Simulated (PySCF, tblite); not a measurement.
Species: B2ClH3O.
Atom-mapped SMILES: `[BH2:1][O:2][BH:3][Cl:4]` (hydrogens: H5, H6 on B1; H7 on B3)

Computed with GFN2-xTB (tblite), gas phase: Langevin dynamics at 600 K from the optimised GFN2-xTB geometry, time step 0.5 fs, friction 0.01 fs⁻¹, 2000 steps. Over the second half of the run the saved frames average 615 K.

Frame at 250 fs, instantaneous temperature 678 K:
```
atom  x, y, z in Å
B1      0.404   -0.798    0.229
O2     -0.603   -0.274    0.841
B3     -1.761    0.138    1.365
Cl4    -2.908    0.827    0.291
H5      1.449   -0.024    0.182
H6      0.465   -1.723   -0.406
H7     -2.029    0.066    2.499
```

Frame at 425 fs, instantaneous temperature 511 K:
```
atom  x, y, z in Å
B1     -0.130   -1.248   -0.129
O2     -1.181   -0.759    0.492
B3     -2.061   -0.448    1.423
Cl4    -3.613    0.305    0.914
H5      0.473   -0.479   -0.751
H6      0.013   -2.512    0.066
H7     -1.878   -0.665    2.599
```

Frame at 625 fs, instantaneous temperature 793 K:
```
atom  x, y, z in Å
B1     -0.462   -0.276   -0.748
O2     -1.291   -0.091    0.304
B3     -2.410   -0.034    1.029
Cl4    -3.921    0.635    0.548
H5      0.192    0.683   -1.093
H6     -0.077   -1.323   -1.129
H7     -2.186   -0.418    2.146
```

Frame at 800 fs, instantaneous temperature 808 K:
```
atom  x, y, z in Å
B1     -0.707   -0.900    0.630
O2     -1.538    0.090    0.535
B3     -2.634    0.841    0.677
Cl4    -4.215    0.273    1.010
H5     -0.255   -1.396   -0.289
H6     -0.364   -1.162    1.653
H7     -2.587    2.054    0.796
```

Frame at 1000 fs, instantaneous temperature 852 K:
```
atom  x, y, z in Å
B1     -0.921   -1.304    0.957
O2     -1.850   -0.388    1.150
B3     -2.386    0.802    1.334
Cl4    -4.166    0.625    1.465
H5     -0.398   -1.227   -0.134
H6     -0.440   -1.986    1.815
H7     -1.949    1.945    1.516
```

**Question.** What do single points at PBE0/pcSseg-1 (PySCF, gas phase) give on these frames?

**Answer.** 
```json
{"t (fs)": "250", "GFN2-xTB E above start (eV)": "0.29", "DFT E above lowest frame (eV)": "0.12", "HOMO (eV)": "-8.46", "LUMO (eV)": "-1.00", "dipole (D)": "0.99"}
{"t (fs)": "425", "GFN2-xTB E above start (eV)": "0.37", "DFT E above lowest frame (eV)": "0.00", "HOMO (eV)": "-8.81", "LUMO (eV)": "-1.46", "dipole (D)": "1.48"}
{"t (fs)": "625", "GFN2-xTB E above start (eV)": "0.36", "DFT E above lowest frame (eV)": "0.04", "HOMO (eV)": "-8.70", "LUMO (eV)": "-1.31", "dipole (D)": "0.68"}
{"t (fs)": "800", "GFN2-xTB E above start (eV)": "0.29", "DFT E above lowest frame (eV)": "0.12", "HOMO (eV)": "-8.91", "LUMO (eV)": "-0.92", "dipole (D)": "0.70"}
{"t (fs)": "1000", "GFN2-xTB E above start (eV)": "0.41", "DFT E above lowest frame (eV)": "0.11", "HOMO (eV)": "-8.74", "LUMO (eV)": "-1.32", "dipole (D)": "1.67"}
```

The two levels order the frames differently by energy; measured from each level's lowest frame they differ by 0.12 eV at most. The HOMO–LUMO gap runs from 7.35 to 7.99 eV. These are instantaneous structures, not minima.

**Question.** And the isotropic GIAO shieldings (ppm) from the same runs?

**Answer.** 
| atom | 250 fs | 425 fs | 625 fs | 800 fs | 1000 fs | mean | range |
| --- | --- | --- | --- | --- | --- | --- | --- |
| B1 | 56.9 | 56.1 | 49.5 | 54.3 | 52.7 | 53.9 | 7.4 |
| O2 | 27.6 | 16.2 | 18.1 | 31.4 | 23.4 | 23.3 | 15.2 |
| B3 | 66.1 | 66.2 | 65.0 | 65.6 | 67.1 | 66.0 | 2.1 |
| Cl4 | 741.7 | 735.2 | 767.0 | 726.2 | 701.6 | 734.3 | 65.4 |
| H5 | 25.1 | 26.3 | 25.6 | 26.6 | 25.8 | 25.9 | 1.5 |
| H6 | 26.0 | 25.0 | 25.5 | 27.0 | 25.5 | 25.8 | 2.0 |
| H7 | 26.2 | 25.6 | 25.8 | 25.4 | 24.8 | 25.6 | 1.4 |

What follows is the cost of the whole dynamics run. Hardware: one thread of an Arm Neoverse V1, shared host with 32 logical CPUs at a one-minute load of 3.7. Cost: 5.4 s, 0.18 GiB resident at most.
